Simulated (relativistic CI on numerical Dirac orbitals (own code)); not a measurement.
Computed by Dirac-Coulomb-Breit CI, orbitals from a KLI potential per configuration, QED by a radiative potential, unscaled Slater integrals (own radial code, finite nucleus).

Configurations in the expansion (outside the closed core 1s2): 2s, 2p, 3s, 3p, 3d, 4s, 4p, 4d, 4f, 5s, 5p, 5d, 5f, 5g, 6s, 6p, 6d. Levels of other configurations are missing.

At this charge energies of transitions that change n are usually good to better than 1 %, and those within a shell (Δn = 0) to a few per cent.

Outline of the computed level scheme of Ni XXVI. Lowest level of each configuration: 2s 2S_1/2 at 0.00 eV; 2p 2P°_1/2 at 53.10 eV; 3s 2S_1/2 at 1347.07 eV; 3p 2P°_1/2 at 1361.82 eV; 3d 2D_3/2 at 1373.80 eV; 4s 2S_1/2 at 1811.36 eV; 4p 2P°_1/2 at 1817.44 eV; 4d 2D_3/2 at 1822.45 eV; 4f 2F°_5/2 at 1823.44 eV.

Some strong electric-dipole decays among the lowest 15 levels: 3d 2D_5/2 → 2p 2P°_3/2 (3.0e+13 s⁻¹); 3d 2D_3/2 → 2p 2P°_1/2 (2.5e+13 s⁻¹); 3p 2P°_1/2 → 2s 2S_1/2 (1.0e+13 s⁻¹); 3p 2P°_3/2 → 2s 2S_1/2 (1.0e+13 s⁻¹); 4d 2D_5/2 → 2p 2P°_3/2 (9.7e+12 s⁻¹); 4d 2D_3/2 → 2p 2P°_1/2 (8.3e+12 s⁻¹); 4f 2F°_7/2 → 3d 2D_5/2 (6.3e+12 s⁻¹); 4f 2F°_5/2 → 3d 2D_3/2 (5.9e+12 s⁻¹).
